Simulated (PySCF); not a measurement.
Coordinates in bohr (charge 0 multiplicity 4):
```
Nb    0.0000    0.0000   -0.0433
H     2.6904    0.0000    1.9974
H    -2.6904    0.0000    1.9974
```

Computed with UPBE0/[Nb def2-TZVP with ECP28, H def2-TZVP], scalar-relativistic core potentials, density fitting, no spin–orbit coupling, PySCF.

This geometry of NbH2 is a stationary point at this level.

Question: What is the point group?

Answer: C2v.

Question: Is it a minimum?

Answer: Yes: all harmonic wavenumbers are real.

Question: What are the dipole moment and the gap between the highest occupied and lowest empty levels of either spin?

Answer: 4.09 D and 2.16 eV.

Question: Give the atomic charges and bond orders.

Answer: 
```
atom  Mulliken  Löwdin  polar tensor  spin (Mulliken)  Mayer order to Nb1
 Nb1      0.33    0.23          0.80             3.25                   –
H2,3     -0.16   -0.11         -0.40            -0.13                0.96
```

Question: What is the atomisation energy, with and without zero-point energy?

Answer: 490 kJ/mol without, 466 kJ/mol with.

Other isomers or separated fragments may lie lower. With open d or f shells other occupations or spin states may lie lower. At this level a quartet minimum of C2v symmetry lies 23 kJ/mol below this structure.
